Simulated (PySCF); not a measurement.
Cl$_{2}$Sc, charge +1, singlet, at a GFN2-xTB geometry (such geometries of metal compounds can be far from the true shape) (the multiplicity is a formal guess); WB97X-V/cc-pVDZ run with PySCF.

Here is a job for PySCF.
```python
from pyscf import gto, scf, dft

mol = gto.Mole()
mol.atom = '''
    Sc    0.406218   -0.000294    0.428711
    Cl    1.195032    0.375812   -1.634605
    Cl   -1.696832   -0.375448    1.105021
'''
mol.basis = 'cc-pvdz'
mol.charge = 1
mol.spin = 0
mol.verbose = 4
mol.build()

mf = dft.RKS(mol)
mf.xc = 'wb97x_v'
mf.kernel()
```

### Question
What does PySCF print? Leave out banner, timings and long lists.

### Answer

```
PySCF version 2.14.0

[INPUT] verbose = 4
[INPUT] num. atoms = 3
[INPUT] num. electrons = 54
[INPUT] charge = 1
[INPUT] spin (= nelec alpha-beta = 2S) = 0
[INPUT] symmetry False subgroup None
[INPUT] Mole.unit = angstrom
[INPUT] Symbol           X                Y                Z      unit          X                Y                Z       unit  Magmom
[INPUT]  1 Sc     0.406218000000  -0.000294000000   0.428711000000 AA    0.767640766869  -0.000555579481   0.810146376588 Bohr   0.0
[INPUT]  2 Cl     1.195032000000   0.375812000000  -1.634605000000 AA    2.258283190091   0.710181754325  -3.088955771845 Bohr   0.0
[INPUT]  3 Cl    -1.696832000000  -0.375448000000   1.105021000000 AA   -3.206547759398  -0.709493894016   2.088187051893 Bohr   0.0

nuclear repulsion = 206.345050694477
number of shells = 17
number of NR pGTOs = 204
number of NR cGTOs = 79
basis = cc-pvdz
ecp = {}

******** <class 'pyscf.dft.rks.RKS'> ********
method = RKS
initial guess = minao
damping factor = 0
level_shift factor = 0
DIIS = <class 'pyscf.scf.diis.CDIIS'>
diis_start_cycle = 1
diis_space = 8
diis_damp = 0
SCF conv_tol = 1e-09
SCF conv_tol_grad = None
SCF max_cycles = 50
direct_scf = True
direct_scf_tol = 1e-13
XC library pyscf.dft.libxc version 7.1.2
    S. Lehtola, C. Steigemann, M. J. T. Oliveira, and M. A. L. Marques,  SoftwareX 7, 1–5 (2018)
XC functionals = wb97x_v
    N. Mardirossian and M. Head-Gordon,  Phys. Chem. Chem. Phys. 16, 9904–9924 (2014)
radial grids:
    Treutler-Ahlrichs [JCP 102, 346 (1995); DOI:10.1063/1.469408] (M4) radial grids

becke partition: Becke, JCP 88, 2547 (1988); DOI:10.1063/1.454033
pruning grids: <function nwchem_prune>
grids dens level: 3
symmetrized grids: False
atomic radii adjust function: <function treutler_atomic_radii_adjust>
** Following is NLC and NLC Grids **
NLC functional = wb97x_v
radial grids:
    Treutler-Ahlrichs [JCP 102, 346 (1995); DOI:10.1063/1.469408] (M4) radial grids

becke partition: Becke, JCP 88, 2547 (1988); DOI:10.1063/1.454033
pruning grids: <function nwchem_prune>
grids dens level: 3
symmetrized grids: False
atomic radii adjust function: <function treutler_atomic_radii_adjust>
small_rho_cutoff = 0
Set gradient conv threshold to 3.16228e-05
Initial guess from minao.
tot grids = 58400
tot grids = 58400
init E= -1680.99492725731
  HOMO = -0.491198245683918  LUMO = -0.261192041745432  gap/eV = 6.25879
cycle= 1 E= -1680.68694171479  delta_E= 0.308  |g|= 0.303  |ddm|= 12.8
  HOMO = -0.608057622818615  LUMO = -0.349351373939558  gap/eV = 7.03976
cycle= 2 E= -1680.70292645017  delta_E= -0.016  |g|= 0.367  |ddm|= 7.74
  HOMO = -0.629912143529792  LUMO = -0.269768825760721  gap/eV = 9.80000
cycle= 3 E= -1680.74120891085  delta_E= -0.0383  |g|= 0.0433  |ddm|= 2.42
  HOMO = -0.628505081516884  LUMO = -0.268403014427902  gap/eV = 9.79888
cycle= 4 E= -1680.74287598256  delta_E= -0.00167  |g|= 0.0199  |ddm|= 0.482
  HOMO = -0.626544199249969  LUMO = -0.260884692287359  gap/eV = 9.95010
cycle= 5 E= -1680.74317081974  delta_E= -0.000295  |g|= 0.00553  |ddm|= 0.317
  HOMO = -0.626438504705809  LUMO = -0.261643629274509  gap/eV = 9.92657
cycle= 6 E= -1680.74320521168  delta_E= -3.44e-05  |g|= 0.00173  |ddm|= 0.0302
  HOMO = -0.626473994238755  LUMO = -0.261992782811847  gap/eV = 9.91804
cycle= 7 E= -1680.74320919372  delta_E= -3.98e-06  |g|= 0.00055  |ddm|= 0.00812
  HOMO = -0.626476826348309  LUMO = -0.26192651074857  gap/eV = 9.91992
cycle= 8 E= -1680.74320976528  delta_E= -5.72e-07  |g|= 0.000163  |ddm|= 0.00911
  HOMO = -0.626463886495402  LUMO = -0.261951380278488  gap/eV = 9.91889
cycle= 9 E= -1680.74320980861  delta_E= -4.33e-08  |g|= 2.99e-05  |ddm|= 0.00124
  HOMO = -0.626467812874588  LUMO = -0.261960857965146  gap/eV = 9.91874
cycle= 10 E= -1680.74320980967  delta_E= -1.06e-09  |g|= 9.03e-06  |ddm|= 0.000264
  HOMO = -0.626466171412032  LUMO = -0.261958667325002  gap/eV = 9.91875
cycle= 11 E= -1680.74320980976  delta_E= -8.5e-11  |g|= 3.95e-06  |ddm|= 7e-05
  HOMO = -0.626466012833984  LUMO = -0.261959597685819  gap/eV = 9.91872
Extra cycle  E= -1680.74320980978  delta_E= -2.05e-11  |g|= 2.99e-06  |ddm|= 1.23e-05
converged SCF energy = -1680.74320980978
```
